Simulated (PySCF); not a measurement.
PySCF input for CuI, SMILES [I][Cu] (connectivity only; charge and spin as stated), charge +1, multiplicity 2, PBE-D3(BJ)/def2-TZVP. Geometry: PBE-D3(BJ)/def2-TZVP. The spin state was assumed, not searched. The def2 effective core potentials stand for the cores of I; spin–orbit coupling is left out.

```python
import numpy as np
from pyscf import gto, scf, dft, df
from pyscf.hessian import thermo

mol = gto.M(
    atom='''
    Cu    0.00000000    0.00000000   -1.55521432
    I     0.00000000    0.00000000    0.85096633
    ''',
    basis='def2-TZVP',
    ecp={'I': 'def2-tzvp'},
    charge=1,
    spin=1,
    max_memory=1600,
    verbose=3,
)
mf = dft.UKS(mol, xc='pbe').density_fit(auxbasis='def2-universal-jkfit')
mf.disp = 'd3bj'
mf.grids.level = 3
mf.conv_tol = 1e-11
mf.max_cycle = 100
mf.kernel()
fine, coarse = mf.grids, dft.Grids(mol).set(level=1).build(with_non0tab=True)
for _ in range(3):  # follow internal instabilities
    mf.grids = coarse
    mo, _, stable, _ = mf.stability(return_status=True, nroots=4)
    mf.grids = fine
    if stable:
        break
    mf.kernel(mf.make_rdm1(mo, mf.mo_occ))

# analytic Hessian; the response equations are solved on a coarser grid
h, args, fine = mf.Hessian(), (mf.mo_energy, mf.mo_coeff, mf.mo_occ), mf.grids
h.max_memory = max(150, 2.5e-5 * df.make_auxmol(mol, mf.with_df.auxbasis).nao * mol.nelec[0] * (mol.nelec[0] + mol.nao))  # MB; small integral blocks
h1ao = h.make_h1(mf.mo_coeff, mf.mo_occ)
mf.grids = dft.Grids(mol).set(level=1).build(with_non0tab=True)
mo1, mo_e1 = h.solve_mo1(*args, h1ao)
mf.grids = fine
hess = h.hess_elec(*args, mo1, mo_e1, h1ao) + h.hess_nuc()
if mf.do_disp():
    hess += h.get_dispersion()
for i in range(mol.natm):  # the analytic DFT Hessian lacks the response of the grid: restore translational invariance
    hess[i, i] -= hess[i].sum(axis=0)
hess = (hess + hess.transpose(1, 0, 3, 2)) / 2
vib = thermo.harmonic_analysis(mol, hess, imaginary_freq=False)
thermo.dump_normal_mode(mol, vib)
th = thermo.thermo(mf, vib['freq_au'][vib['freq_au'] > 0], 298.15, 101325)
thermo.dump_thermo(mol, th)
g0 = mf.nuc_grad_method().set(verbose=0).kernel()

# dipole derivatives [dipole axis, atom, xyz] from the same response
r, irp = mol.intor('int1e_r'), mol.intor('int1e_irp').reshape(3, 3, mol.nao, mol.nao)
sl, dm0, ok = mol.aoslice_by_atom(), np.array(mf.make_rdm1()), []
dmu = np.einsum('a,xt->xat', mol.atom_charges(), np.eye(3))
for a, (_, _, p0, p1) in enumerate(sl):
    dmu[:, a] += 2 * np.einsum('xtij,ij->xt', irp[:, :, :, p0:p1], dm0.reshape(-1, mol.nao, mol.nao).sum(0)[:, p0:p1])
    for u, c, occ, f in zip(mo1, mf.mo_coeff, mf.mo_occ, (2, 2)):
        dmu[:, a] -= f * np.einsum('tui,xuv,vi->xt', u[a], r, c[:, occ > 0], optimize=True)
L = vib['norm_mode']
ir = 974.8801 * (np.einsum('xat,kat->kx', dmu, L) ** 2).sum(1)       # km/mol
apt = np.einsum('xax->a', dmu) / 3
print('mode   freq/cm-1   IR/(km/mol)')
for k, w in enumerate(vib['freq_wavenumber']):
    print(f'{k + 1:4d} {w:11.2f} {ir[k]:13.3f}')
print('max |gradient| / (hartree/bohr):', abs(g0).max())
print('APT charges:', apt.round(4))
```

Program output:

```

WARN: HOMO -0.438249697022025 >= LUMO -0.438249697022124


WARN: HOMO -1.80249984792328 >= LUMO -1.80249984792298


WARN: HOMO -0.6517461295382 >= LUMO -0.651621636834431


WARN: HOMO -0.38343747901383 >= LUMO -0.383248953474079

converged SCF energy = -1937.69296217197  <S^2> = 0.75256621  2S+1 = 2.0025646
<class 'pyscf.df.df_jk.DFUKS'> wavefunction is stable in the internal stability analysis

WARN: DFTD3 does not support analytical Hessian, using finite difference


WARN: Mole.unit (angstrom) is changed to Bohr

Mode                                 0
Irrep
Freq [cm^-1]                      234.5215
Reduced mass [au]                  76.2477
Force const [Dyne/A]                2.4708
Char temp [K]                     337.4243
Normal mode                   x     y     z
       0  Cu                 0.00 -0.00 -0.10
       1   I                 0.00 -0.00  0.05
temperature 298.1500 [K]
pressure 101325.00 [Pa]
Rotational constants [GHz] inf 2.06147 2.06147
Symmetry number 1
Zero-point energy (ZPE) 0.00053 [Eh]   1402.750 [J/mol]
                           tot       elec      trans        rot        vib
Entropy [J/mol/K]       262.614      5.763    174.215     74.921      7.716
Cv [J/mol/K]             28.267      0.000     12.472      8.314      7.481
Cp [J/mol/K]             36.582      0.000     20.786      8.314      7.481
Internal energy [J/mol]                      3718.434   2478.956   2738.063
Internal energy [Eh]   -1937.68956  -1937.69296
Enthalpy [J/mol]                             6197.391   2478.956   2738.063
Enthalpy [Eh]          -1937.68861
Gibbs free energy [J/mol]                  -45744.696 -19858.640    437.667
Gibbs free energy [Eh] -1937.71844
mode   freq/cm-1   IR/(km/mol)
   1      234.52         3.217
max |gradient| / (hartree/bohr): 3.709054106368146e-05
APT charges: [0.6852 0.3146]
```

The run converged.

Cost: around 80 core-seconds (rough).
